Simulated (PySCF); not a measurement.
Be(Me)(NMe2) (C3H9BeN), SMILES [CH3][Be][N](C)C.

Geometry optimised at PBE-D3(BJ)/def2-SVP. The structure was generated by enumeration; whether it is a known compound was not checked. The values are those of a single conformer.

Method: PySCF with PBE-D3(BJ)/def2-SVP.

No scaling factor is applied to the harmonic values.

A small imaginary wavenumber (i) marks a very flat motion, where grid noise or a shallow saddle decides the sign.

Computed vibrational spectrum:
| mode | ν (cm⁻¹) | IR (km/mol) | moving atoms (share of kinetic energy) |
|---|---|---|---|
| 1 | 18i | 0.0 | H 96 % |
| 2 | 94 | 0.2 | C 52 %, H 31 %, N 11 % |
| 3 | 141 | 0.7 | H 50 %, N 22 %, Be 17 %, C 11 % |
| 4 | 244 | 0.0 | H 97 % |
| 5 | 246 | 0.0 | H 74 %, Be 22 % |
| 6 | 334 | 5.2 | H 36 %, C 29 %, Be 18 %, N 17 % |
| 7 | 334 | 8.6 | H 35 %, N 27 %, Be 22 %, C 17 % |
| 8 | 337 | 2.8 | Be 40 %, H 35 %, C 20 % |
| 9 | 544 | 0.7 | C 58 %, H 26 %, N 15 % |
| 10 | 667 | 81.8 | H 55 %, Be 26 %, C 19 % |
| 11 | 681 | 62.2 | H 61 %, Be 19 %, C 19 % |
| 12 | 944 | 8.7 | C 46 %, H 25 %, N 16 %, Be 12 % |
| 13 | 1053 | 1.5 | H 74 %, C 24 % |
| 14 | 1066 | 0.0 | H 80 %, C 20 % |
| 15 | 1123 | 36.7 | H 61 %, Be 24 %, C 15 % |
| 16 | 1127 | 0.6 | H 68 %, C 20 %, N 12 % |
| 17 | 1185 | 40.4 | H 65 %, C 27 % |
| 18 | 1193 | 74.4 | N 58 %, C 33 %, H 8 % |
| 19 | 1374 | 1.2 | H 96 % |
| 20 | 1376 | 8.3 | H 92 % |
| 21 | 1379 | 211.7 | H 38 %, Be 26 %, N 21 %, C 15 % |
| 22 | 1381 | 4.0 | H 88 %, C 11 % |
| 23 | 1393 | 0.0 | H 97 % |
| 24 | 1400 | 8.4 | H 97 % |
| 25 | 1408 | 1.6 | H 83 %, C 15 % |
| 26 | 1429 | 17.6 | H 96 % |
| 27 | 1476 | 82.2 | H 67 %, N 19 %, Be 13 % |
| 28 | 2882 | 72.2 | H 97 % |
| 29 | 2889 | 142.8 | H 97 % |
| 30 | 2928 | 108.0 | H 91 %, C 9 % |
| 31 | 2939 | 0.0 | H 90 %, C 10 % |
| 32 | 2951 | 1.5 | H 97 % |
| 33 | 3027 | 20.7 | H 91 %, C 9 % |
| 34 | 3028 | 29.8 | H 91 %, C 9 % |
| 35 | 3033 | 9.2 | H 91 %, C 9 % |
| 36 | 3044 | 7.9 | H 91 %, C 9 % |
